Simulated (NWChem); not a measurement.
Everything below was run with NWChem. System: hydrogen telluride (H$_{2}$Te), charge 0, spin multiplicity 1, at a geometry optimised with PBE/def2-SVP with def2 effective core potentials on Te. Level: evGW0@PBE0/def2-TZVP with def2 effective core potentials on Te, RI basis def2-tzvp-rifit, 6 cycles, no spin-orbit coupling.

Input file:

```
start mol
memory heap 200 mb stack 700 mb global 1700 mb
geometry units angstroms nocenter noautoz
  Te     0.000000     0.000000     0.044132
  H     -1.184469     0.000000    -1.147436
  H      1.184469     0.000000    -1.147436
  symmetry group C2v
end
basis spherical
  * library def2-tzvp
end
ecp
  Te library def2-ecp
end
basis "ri basis" bse spherical
  * library def2-tzvp-rifit
end
dft
  xc pbe0
  iterations 100
  direct
  tolerances tight
end
task dft energy
gw
  evgw0 6
  states alpha occ -1 vir -1
end
task dft gw
```

Part of the output:

```
             Northwest Computational Chemistry Package (NWChem) 7.3.0
             --------------------------------------------------------

                                NWChem Input Module
                                -------------------

 Scaling coordinates for geometry "geometry" by  1.889725989
 (inverse scale =  0.529177249)

 Turning off AUTOSYM since
 SYMMETRY directive was detected!

                             Geometry "geometry" -> ""
                             -------------------------

 Output coordinates in angstroms (scale by  1.889725989 to convert to a.u.)

  No.       Tag          Charge          X              Y              Z
 ---- ---------------- ---------- -------------- -------------- --------------
    1 Te                  52.0000     0.00000000     0.00000000     0.04413200
    2 H                    1.0000    -1.18446900     0.00000000    -1.14743600
    3 H                    1.0000     1.18446900     0.00000000    -1.14743600

 Effective nuclear repulsion energy (a.u.)      32.9796457162

            Nuclear Dipole moment (a.u.)
            ----------------------------
        X                 Y               Z
 ---------------- ---------------- ----------------
     0.0000000000     0.0000000000    -0.0000151178

      Symmetry information
      --------------------

 Group name             C2v
 Group number             16
 Group order               4
 No. of unique centers     2

      Symmetry unique atoms

     1    2


 Summary of "ao basis" -> "" (spherical)
 ------------------------------------------------------------------------------
       Tag                 Description            Shells   Functions and Types
 ---------------- ------------------------------  ------  ---------------------
 *                         def2-tzvp                  on all atoms

 Summary of "ri basis" -> "" (spherical)
 ------------------------------------------------------------------------------
       Tag                 Description            Shells   Functions and Types
 ---------------- ------------------------------  ------  ---------------------
 *                      def2-tzvp-rifit               on all atoms

                                 NWChem DFT Module
                                 -----------------

 Summary of "ao basis" -> "ao basis" (spherical)
 ------------------------------------------------------------------------------
       Tag                 Description            Shells   Functions and Types
 ---------------- ------------------------------  ------  ---------------------
 Te                        def2-tzvp                16       50   6s5p3d2f
 H                         def2-tzvp                 4        6   3s1p

 Summary of "ao basis" -> "ao basis" (spherical)
 ------------------------------------------------------------------------------
       Tag                 Description            Shells   Functions and Types
 ---------------- ------------------------------  ------  ---------------------
 Te                        def2-tzvp                16       50   6s5p3d2f
 H                         def2-tzvp                 4        6   3s1p

      Symmetry analysis of basis
      --------------------------

        a1         26
        a2          6
        b1         17
        b2         13

            General Information
            -------------------
          SCF calculation type: DFT
          Wavefunction type:  closed shell.
          No. of atoms     :     3
          No. of electrons :    26
           Alpha electrons :    13
            Beta electrons :    13
          Charge           :     0
          Spin multiplicity:     1
          Use of symmetry is: on ; symmetry adaption is: on
          Maximum number of iterations: 100
          This is a Direct SCF calculation.
          AO basis - number of functions:    62
                     number of shells:    24
          Convergence on energy requested:  1.00D-06
          Convergence on density requested:  1.00D-05
          Convergence on gradient requested:  5.00D-04

              XC Information
              --------------
                         PBE0 Method XC Functional
                     Hartree-Fock (Exact) Exchange  0.250
          PerdewBurkeErnzerhof Exchange Functional  0.750
            Perdew 1991 LDA Correlation Functional  1.000 local
           PerdewBurkeErnz. Correlation Functional  1.000 non-local

             Grid Information
             ----------------
          Grid used for XC integration:  medium
          Radial quadrature: Mura-Knowles
          Angular quadrature: Lebedev.
          Tag              B.-S. Rad. Rad. Pts. Rad. Cut. Ang. Pts.
          ---              ---------- --------- --------- ---------
          Te                  1.40      123           8.0       590
          H                   0.35       45           8.0       434
          Grid pruning is: on
          Number of quadrature shells:   168
          Spatial weights used:  Erf1

          Convergence Information
          -----------------------
          Convergence aids based upon iterative change in
          total energy or number of iterations.
          Levelshifting, if invoked, occurs when the
          HOMO/LUMO gap drops below (HL_TOL):  1.00D-02
          DIIS, if invoked, will attempt to extrapolate
          using up to (NFOCK): 10 stored Fock matrices.

                    Damping( 0%)  Levelshifting(0.5)       DIIS
                  --------------- ------------------- ---------------
          dE  on:    start            ASAP                start
          dE off:    2 iters        100 iters           100 iters
[...]
@GW        39         40.359           0.004
@GW        40         40.246           0.004
@GW        41         40.434           0.004
@GW        42         46.240           0.003
@GW        43         50.425           0.000
@GW        44         50.070           0.000
@GW        45         51.886           0.004
@GW        46         59.663           0.005
@GW        47         63.353           0.005
@GW        48         74.639           0.004
@GW        49         77.958           0.004
@GW        50         85.981           0.005
@GW        51         86.703           0.005
@GW        52         86.944           0.004
@GW        53         86.523           0.005
@GW        54         86.748           0.004
@GW        55         90.515           0.002
@GW        56         92.943           0.004
@GW        57        117.659           0.002
@GW        58       1060.792           0.002
@GW        59       1061.978           0.002
@GW        60       1061.983           0.002
@GW        61       1118.171           0.005
@GW        62       2849.934           0.002

  *** G3W0

          Solving quasiparticle equations

                  Alpha Orbitals
          State     Energy (eV)     Error (eV)
          -----------------------------------
@GW         1       -180.761           0.000
@GW         2       -128.570           0.000
@GW         3       -128.469           0.000
@GW         4       -128.375           0.000
@GW         5        -47.658           0.000
@GW         6        -47.704           0.000
@GW         7        -47.426           0.000
@GW         8        -47.378           0.000
@GW         9        -47.333           0.000
@GW        10        -19.472           0.000
@GW        11        -13.114           0.000
@GW        12        -11.753           0.000
@GW        13         -8.668           0.000
@GW        14          1.536           0.000
@GW        15          2.267           0.000
@GW        16          5.405           0.000
@GW        17          5.521           0.000
@GW        18          6.252           0.000
@GW        19          7.517           0.000
@GW        20          7.654           0.000
@GW        21          8.338           0.000
@GW        22          8.456           0.000
@GW        23          9.897           0.000
@GW        24         12.125           0.000
@GW        25         14.208           0.000
@GW        26         15.026           0.000
@GW        27         24.728           0.000
@GW        28         24.185           0.000
@GW        29         26.003           0.000
@GW        30         26.852           0.000
@GW        31         26.976           0.000
@GW        32         29.492           0.000
@GW        33         29.627           0.000
@GW        34         30.522           0.000
@GW        35         33.833           0.000
@GW        36         33.423           0.000
@GW        37         40.025           0.000
@GW        38         40.093           0.000
@GW        39         40.423           0.000
@GW        40         40.339           0.000
@GW        41         40.451           0.000
@GW        42         46.238           0.000
@GW        43         50.501           0.000
@GW        44         50.135           0.000
@GW        45         51.870           0.000
@GW        46         59.704           0.000
@GW        47         63.343           0.000
@GW        48         74.597           0.000
@GW        49         77.991           0.000
@GW        50         86.025           0.000
@GW        51         86.564           0.000
@GW        52         87.003           0.000
@GW        53         86.607           0.000
@GW        54         86.899           0.000
@GW        55         90.531           0.000
@GW        56         92.989           0.000
@GW        57        117.691           0.000
@GW        58       1060.829           0.000
@GW        59       1062.015           0.000
@GW        60       1062.018           0.000
@GW        61       1118.141           0.000
@GW        62       2849.946           0.000

  *** G4W0

          Solving quasiparticle equations

                  Alpha Orbitals
          State     Energy (eV)     Error (eV)
          -----------------------------------
@GW         1       -180.796           0.000
@GW         2       -128.626           0.000
@GW         3       -128.464           0.000
@GW         4       -128.383           0.000
@GW         5        -47.657           0.000
@GW         6        -47.706           0.000
@GW         7        -47.427           0.000
@GW         8        -47.380           0.000
@GW         9        -47.335           0.000
@GW        10        -19.472           0.000
@GW        11        -13.114           0.000
@GW        12        -11.753           0.000
@GW        13         -8.668           0.000
@GW        14          1.536           0.000
@GW        15          2.267           0.000
@GW        16          5.405           0.000
@GW        17          5.521           0.000
@GW        18          6.252           0.000
@GW        19          7.517           0.000
@GW        20          7.654           0.000
@GW        21          8.338           0.000
@GW        22          8.456           0.000
@GW        23          9.897           0.000
@GW        24         12.125           0.000
@GW        25         14.208           0.000
@GW        26         15.026           0.000
@GW        27         24.729           0.000
@GW        28         24.185           0.000
@GW        29         26.004           0.000
@GW        30         26.853           0.000
@GW        31         26.977           0.000
@GW        32         29.493           0.000
@GW        33         29.628           0.000
@GW        34         30.524           0.000
@GW        35         33.835           0.000
@GW        36         33.425           0.000
@GW        37         40.032           0.000
@GW        38         40.095           0.000
@GW        39         40.429           0.000
@GW        40         40.338           0.000
@GW        41         40.454           0.000
@GW        42         46.240           0.000
@GW        43         50.509           0.000
@GW        44         50.143           0.000
@GW        45         51.871           0.000
@GW        46         59.720           0.000
@GW        47         63.322           0.000
@GW        48         74.584           0.000
@GW        49         78.013           0.000
@GW        50         86.031           0.000
@GW        51         86.554           0.000
@GW        52         87.025           0.000
@GW        53         86.636           0.000
@GW        54         86.940           0.000
@GW        55         90.538           0.000
@GW        56         93.001           0.000
@GW        57        117.694           0.000
@GW        58       1060.836           0.000
@GW        59       1062.021           0.000
@GW        60       1062.023           0.000
@GW        61       1118.142           0.000
@GW        62       2849.948           0.000

  *** G5W0

          Solving quasiparticle equations

                  Alpha Orbitals
          State     Energy (eV)     Error (eV)
          -----------------------------------
@GW         1       -180.803           0.000
@GW         2       -128.637           0.000
@GW         3       -128.463           0.000
@GW         4       -128.384           0.000
@GW         5        -47.656           0.000
@GW         6        -47.706           0.000
@GW         7        -47.427           0.000
@GW         8        -47.380           0.000
@GW         9        -47.335           0.000
@GW        10        -19.472           0.000
@GW        11        -13.114           0.000
@GW        12        -11.753           0.000
@GW        13         -8.668           0.000
@GW        14          1.536           0.000
@GW        15          2.267           0.000
@GW        16          5.405           0.000
@GW        17          5.521           0.000
@GW        18          6.252           0.000
@GW        19          7.517           0.000
@GW        20          7.654           0.000
@GW        21          8.338           0.000
@GW        22          8.456           0.000
@GW        23          9.897           0.000
@GW        24         12.125           0.000
@GW        25         14.208           0.000
@GW        26         15.026           0.000
@GW        27         24.729           0.000
@GW        28         24.185           0.000
@GW        29         26.004           0.000
@GW        30         26.853           0.000
@GW        31         26.977           0.000
@GW        32         29.493           0.000
@GW        33         29.628           0.000
@GW        34         30.524           0.000
@GW        35         33.835           0.000
@GW        36         33.425           0.000
@GW        37         40.032           0.000
@GW        38         40.095           0.000
@GW        39         40.429           0.000
@GW        40         40.337           0.000
@GW        41         40.454           0.000
@GW        42         46.240           0.000
@GW        43         50.510           0.000
@GW        44         50.144           0.000
@GW        45         51.871           0.000
@GW        46         59.721           0.000
@GW        47         63.321           0.000
@GW        48         74.579           0.000
@GW        49         78.012           0.000
@GW        50         86.031           0.000
@GW        51         86.553           0.000
@GW        52         87.027           0.000
@GW        53         86.640           0.000
@GW        54         86.945           0.000
@GW        55         90.540           0.000
@GW        56         93.003           0.000
@GW        57        117.695           0.000
@GW        58       1060.837           0.000
@GW        59       1062.022           0.000
@GW        60       1062.024           0.000
@GW        61       1118.143           0.000
@GW        62       2849.948           0.000

     GW Timing Statistics
   ------------------------
   Init.   :          0.1s
     ERIs  :          0.3s
     Distr.:          0.0s
     Vxc   :          0.5s
   Sigma_x :          0.0s
   RPA     :          0.1s
   Wmn     :          0.4s
   Sigma_c :          0.3s
   GW total:          1.8s

 Task  times  cpu:        1.8s     wall:        1.8s

 Total times  cpu:        5.4s     wall:        5.4s
```
